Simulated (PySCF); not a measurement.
**BeH⁺ from Hartree–Fock to correlated methods**

State: ¹Σ⁺ (singlet), closed shell. Set-up: Be def2-SVPD, H def2-SVPD; no relativity (PySCF 2.14). De refers to Be⁺ + H in their ground configurations, without counterpoise correction. A positive dipole points towards H; it is taken about the centre of mass and depends on that origin.

```
      Level  Re (Å)  ωe (cm⁻¹)  De (eV)  μ (D)
        RHF   1.310       2323     2.07  -3.28
    RHF-MP2   1.311       2280     2.71    n/a
RHF-SCS-MP2   1.311       2271     2.83    n/a
   RHF-CCSD   1.317       2205     2.94    n/a
RHF-CCSD(T)   1.317       2205     2.94    n/a
        PBE   1.333       2136     2.98  -2.87
       BP86   1.330       2156     3.17  -2.94
     r²SCAN   1.319       2230     2.99  -3.13
       PBE0   1.323       2205     2.95  -3.00
    r²SCAN0   1.314       2265     2.99  -3.16
  CAM-B3LYP   1.316       2237     3.14  -2.97
     B2PLYP   1.314       2243     3.02  -3.09
```

The bond length runs from 1.310 Å (RHF) to 1.333 Å (PBE). De spans 2.07 eV (RHF, mean field) to 3.17 eV (BP86, GGA). Correlation at CCSD(T) changes the Hartree–Fock bond energy by +0.87 eV; the triples alone change it by +0.00 eV.

Correlated steps freeze no core orbitals. Correlated levels converge slowly with the basis: in double zeta they bind strong bonds too weakly, by up to about 1 eV, and carry superposition errors of some tenths. For an ion De counts to the pair picked by the measured ionisation energies or electron affinities, which need not be the lowest pair at this level. Where the molecule has an RHF reference, its open-shell atoms are computed with UHF. B2PLYP dipoles, levels and charges come from its SCF part alone.
